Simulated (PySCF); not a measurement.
SMILES C(=C)[CH2][GeH3], GFN2-xTB optimised geometry.

```
12

C      1.19    -0.58     0.00
C     -0.14    -0.58     0.00
C     -0.98     0.64     0.00
Ge    -1.86     0.89    -1.76
H      1.76    -1.50    -0.01
H      1.75     0.33     0.02
H     -0.68    -1.52    -0.02
H     -0.38     1.52     0.22
H     -1.76     0.56     0.76
H     -2.68    -0.31    -2.13
H     -2.78     2.07    -1.74
H     -0.86     1.09    -2.84
```

Density from PBE/def2-TZVP (PySCF) at that geometry.

Minimum of the electron density along straight lines between bonded atoms, close to the bond critical point (lines longer than 1.1 times the sum of covalent radii, or with two minima, are not listed):

```csv
bond,length / Å,ρ at the minimum / e bohr⁻³,∇²ρ there / e bohr⁻⁵,position (fraction from the first atom)
C1–C2,1.321,…,-1.08,0.49
C2–C3,1.487,0.260,…,0.50
C3–Ge4,1.982,0.120,…,0.53
C1–H5,1.077,0.285,-0.99,0.64
C1–H6,1.078,0.284,-0.98,0.64
C2–H7,1.084,0.283,-0.98,0.64
C3–H8,1.091,0.275,-0.91,0.64
C3–H9,1.092,0.273,-0.90,0.64
Ge4–H10,1.495,0.142,0.08,0.60
Ge4–H11,1.498,0.141,0.08,0.60
Ge4–H12,1.494,0.142,0.08,0.60
```

### Question
Fill in the missing entries.

### Answer

- C1–C2, ρ at the minimum / e bohr⁻³: 0.356
- C2–C3, ∇²ρ there / e bohr⁻⁵: -0.65
- C3–Ge4, ∇²ρ there / e bohr⁻⁵: 0.06
